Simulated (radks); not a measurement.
The numbers below are computed, except where a source is named.
Charge is removed step by step from the 5s1/2 level of the barium ion Ba+, starting from [Xe] 6s1. Level of theory: Dirac Kohn-Sham, PBE, spin-unpolarised, spherical densities, finite nucleus; Fermi nuclear charge, rms radius 4.8378 fm (a radial shooting solver on a logarithmic mesh with Libxc functionals).

removed (e)  E - E(0) (eV)  eigenvalue (eV)  E minus straight line (eV)
0                    0.000          -39.293                       0.000
0.25                10.176          -42.123                      -1.086
0.5                 21.066          -45.010                      -1.457
0.75                32.685          -47.952                      -1.099
1                   45.046          -50.943                       0.000

Removing the whole electron costs 45.046 eV by Delta-SCF, against 39.293 eV from minus the eigenvalue at the starting occupation. Slater's transition state (half an electron removed) gives 45.010 eV. Integrating minus the eigenvalue over the occupation (Janak's theorem) gives 45.046 eV. The mean slope of the eigenvalue, de/dn, is 11.6 eV per electron.
